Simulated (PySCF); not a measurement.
## Distorted geometries of [Nd(H2O)4]3+

[Nd(H2O)4]3+ (singlet in the valence; each metal's 4f electrons, 3 of them, lie in its core potential, out of spins and levels). PySCF 2.14.0, RKS PBE, Nd lcecp-1-SVP with ECP49, O def2-SVP, H def2-SVP; non-relativistic Hamiltonian with scalar-relativistic core potentials where named; density fitting; no spin-orbit coupling. Relaxed geometry:

```xyz
13

Nd    0.0000    0.0000    0.0000
O     1.4115    1.3692    1.3039
H     2.2202    1.1064    1.8186
H     1.3492    2.3481    1.4653
O    -1.4112   -1.3041    1.3692
H    -1.3495   -1.4650    2.3480
H    -2.2202   -1.8186    1.1064
O     1.4115   -1.3692   -1.3039
H     1.3492   -2.3481   -1.4653
H     2.2202   -1.1064   -1.8186
O    -1.4112    1.3041   -1.3692
H    -2.2202    1.8186   -1.1064
H    -1.3495    1.4650   -2.3480
```

**Question.** Order these distorted geometries by energy above the relaxed one, lowest first.
A.
```xyz
13

Nd    0.2437    0.1833   -0.0443
O     1.1635    1.4958    1.5957
H     2.2709    1.0266    1.9355
H     1.5015    2.1803    1.4525
O    -1.4400   -1.4695    1.3311
H    -1.3296   -1.6413    2.3932
H    -2.3232   -1.5705    1.0872
O     1.3724   -1.1472   -1.5022
H     1.3137   -2.5600   -1.6113
H     2.1989   -1.3056   -1.7988
O    -1.3580    1.1916   -1.1935
H    -2.0460    1.9623   -1.2440
H    -1.5678    1.6541   -2.4010
```
B.
```xyz
13

Nd    0.2304   -0.0982   -0.1424
O     1.4460    1.3461    1.4326
H     2.1626    1.2529    1.9661
H     1.4225    2.3740    1.4766
O    -1.3473   -1.3530    1.3560
H    -1.4118   -1.5224    2.3346
H    -2.0520   -2.0013    0.9897
O     1.4316   -1.2270   -1.3843
H     1.4030   -2.3557   -1.3850
H     2.1540   -1.0331   -1.8031
O    -1.5613    1.2967   -1.4927
H    -2.3521    1.8162   -1.1978
H    -1.5258    1.5049   -2.1502
```
C.
```xyz
13

Nd    0.0343    0.1527    0.1343
O     1.4220    1.3574    1.2397
H     2.2790    1.0756    1.8133
H     1.4567    2.2952    1.5203
O    -1.3840   -1.4277    1.2582
H    -1.4283   -1.4746    2.3475
H    -2.2339   -1.9782    1.0657
O     1.3231   -1.3277   -1.2375
H     1.3238   -2.3261   -1.4403
H     2.2327   -1.0809   -1.8460
O    -1.4386    1.3370   -1.4660
H    -2.2270    1.8857   -1.0487
H    -1.3599    1.5117   -2.3404
```

**Answer.** C (1.42 eV), B (6.60 eV), A (7.91 eV).

**Question.** Which forces (eV/Å) act in the one that lies 1.42 eV up?

**Answer.** 
```
Nd  -2.09 -2.04 -2.31
O    3.75  0.26  2.91
H   -1.64  0.08 -1.33
H   -0.39  1.15 -0.12
O   -1.26 -0.39  3.18
H    0.28  0.03 -2.97
H    1.23  0.71 -0.18
O    3.15 -0.01 -2.14
H   -0.41  0.88  0.44
H   -2.90 -0.50  1.97
O   -1.33 -0.51  7.80
H    1.47 -0.98 -1.52
H    0.17  1.32 -5.74
```
Forces carry noise of the integration grid, about 0.01 to 0.03 eV/Å.

An lcecp potential fixes the number of 4f electrons, so in runs with it no electron can move into or out of that shell.
